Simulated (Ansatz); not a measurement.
Input for Ansatz (development build ahead of 0.2.0):

```yaml
crystal:
  periodic: [false, false, false]
  atoms:
    - { symbol: H, position_ang: [0.37, 0.0, 2.8] }
    - { symbol: H, position_ang: [-0.37, 0.0, 2.8] }
    - { symbol: H, position_ang: [0.37, 0.0, 0.0] }
    - { symbol: H, position_ang: [-0.37, 0.0, 0.0] }
basis:
  gaussian: { orbitals: cc-pVDZ }
hamiltonian:
  xc: hf
```

The input is written out in the form of the current development build from the run's settings.

Results

```
Converged                       : yes
Total energy                    : -2.25637 hartree
Spin squared of the determinant : 0.000
```
